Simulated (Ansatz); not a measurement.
Calculated with Ansatz (gas phase, PBE0-D4/def2-TZVP geometries, no zero-point term in ΔE). CCSD(T)/CBS adds triple-zeta CCSD(T) − MP2 to the extrapolated MP2 energy (def2 sets, frozen cores). This one scheme is used for every species. Functionals use def2-TZVPP. One conformer a species, not always the lowest.

`[F][AlH][S][SiH3]` + `F[SiH2]P` → `F[SiH2]P[SiH3]` + `[F][AlH][SH]`  (ligand exchange at the Si–S bond)

```
             level  ΔE (kJ/mol)  difference from CCSD(T)/CBS
       LDA (SPW92)         26.9                         -5.5
            PBE-D4         26.1                         -6.3
         revPBE-D4         24.9                         -7.5
        r2SCANh-D4         30.9                         -1.5
          BHLYP-D4         34.1                          1.7
           ωB97M-V         33.5                          1.1
           r2SCAN0         32.2                         -0.2
RPA@PBE/def2-TZVPP         30.6                         -1.8
    MP2/def2-TZVPP         33.4                          1.0
     MP2/CBS(def2)         34.7                          2.3
       CCSD(T)/CBS         32.4                            0
```

Largest T1 diagnostic among the species: 0.013.

Leaving LDA and LC-ωPBE aside and taking each functional with its dispersion term where it has one, the values spread over 9.3 kJ/mol, from revPBE-D4 to BHLYP-D4. From BLYP to BHLYP (50 % exact exchange), in def2-TZVPP and without D4, ΔE moves by +4.3 kJ/mol.
